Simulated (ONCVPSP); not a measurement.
# Before and after: ONCV potential for zinc (Zn)

```json
{
  "Element": "Zn",
  "Generator": "ONCVPSP 4.0.1",
  "Type": "optimised norm-conserving Vanderbilt (ONCV)",
  "Functional": "PBE",
  "Relativity": "scalar-relativistic",
  "Frozen core": "[Ne]",
  "Valence charge": "20",
  "Reference configuration": "3s2 3p6 3d10 4s2",
  "Partial waves": "3s+4s: rc 1.10 bohr, ncon 4, nbas 9, qcut 13.3 1/bohr, 2 projectors; 3p: rc 0.65 bohr, ncon 3, nbas 7, qcut 11 1/bohr, 1 projector; 3d: rc 0.95 bohr, ncon 3, nbas 8, qcut 13.7 1/bohr, 2 projectors, debl 1.7 Ha",
  "Local potential": "polynomial inside 0.40 bohr (lpopt 5, dvloc0 4 Ha)",
  "Core correction": "Teter function, fcfact 5, rcfact 1.8"
}
```

All-electron outer shells of the reference configuration (PBE, scalar-relativistic, ld1.x):

```json
{"shell": "2p", "level (eV)": "-1004.03", "outermost node (bohr)": "–", "outermost maximum (bohr)": "0.15"}
{"shell": "3s", "level (eV)": "-129.23", "outermost node (bohr)": "0.28", "outermost maximum (bohr)": "0.59"}
{"shell": "3p", "level (eV)": "-83.40", "outermost node (bohr)": "0.25", "outermost maximum (bohr)": "0.59"}
{"shell": "3d", "level (eV)": "-10.14", "outermost node (bohr)": "–", "outermost maximum (bohr)": "0.57"}
{"shell": "4s", "level (eV)": "-5.98", "outermost node (bohr)": "0.85", "outermost maximum (bohr)": "2.09"}
```

Change: d: qcut 20.8.

Cutoffs: the cutoffs (Ha) at which the residual kinetic energy of the hardest occupied pseudo-wave falls to 1 and 0.1 mHa per electron; they do not see the model core or the augmentation charge, which bear on the density cutoff. Errors are all-electron minus pseudo energies relative to the spin-unpolarised reference configuration.

Task: What does the change do?

Result: The potential gets neither clearly harder nor softer (126 Ha and 390 Ha → 134 Ha and 390 Ha); of the 4 tests that both files solve, the error grows in 0 and shrinks in 4 by more than 15 % and 0.3 meV (median size 18.5 → 2.7 meV); neither file shows a bound ghost.

```csv
quantity,base,changed
"cutoff, loose",126 Ha,134 Ha
"cutoff, tight",390 Ha,390 Ha
loose cutoff by channel,"s 55 Ha, p 126 Ha, d 84 Ha","s 55 Ha, p 126 Ha, d 134 Ha"
bound ghosts,none,none
GHOST(+) flags under 300 eV,s at 215.4 eV,s at 215.4 eV
"error for 3s2 3p6 3d10 4s1, meV [ΔE 9.89 eV]",-63,-1.4
"error for 3s2 3p6 3d10 4s0, meV [ΔE 28.33 eV]",+0.6,-0.2
"error for 3s2 3p6 3d9 4s0, meV [ΔE 68.86 eV]",-15,-8.0
"error for 3s2 3p5 3d10 4s2, meV [ΔE 92.03 eV]",-22,+4.1
s: phases at 1.12 bohr within 0.05 rad from the reference energy up to (Ha; the scan ends near 5),to the end of the scan,to the end of the scan
p: phases at 0.66 bohr within 0.05 rad from the reference energy up to (Ha; the scan ends near 5),to the end of the scan,to the end of the scan
d: phases at 0.96 bohr within 0.05 rad from the reference energy up to (Ha; the scan ends near 5),to the end of the scan,to the end of the scan
"rms error of d²Exc/dni dnj with the model core, mHa",3.52,3.25
```
